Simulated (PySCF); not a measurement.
B(F)(GeH3)(OH) (BFGeH4O), SMILES O[B](F)[GeH3].

The structure is a stationary point at r2SCAN-D4/def2-SVP. The values are those of a single conformer.

Level of theory: M06-2X/def2-TZVP (PySCF).

The molecule is in vacuum.

| Item | Result |
|---|---|
| total energy | -2279.43884 hartree |
| point group | Cs |
| highest occupied level | -9.86 eV |
| lowest empty level | 0.43 eV |
| orbital gap | 10.29 eV |
| dipole moment | 0.285 e·Å |
| quadrupole, principal values (traceless, Buckingham form, about the centre of nuclear charge) | -7.11, -0.09, 7.20 D·Å |
| mean static polarisability | 49.2 bohr³ (7.30 Å³) |
| polarisability, principal values | 43.0, 47.4, 57.3 bohr³ |
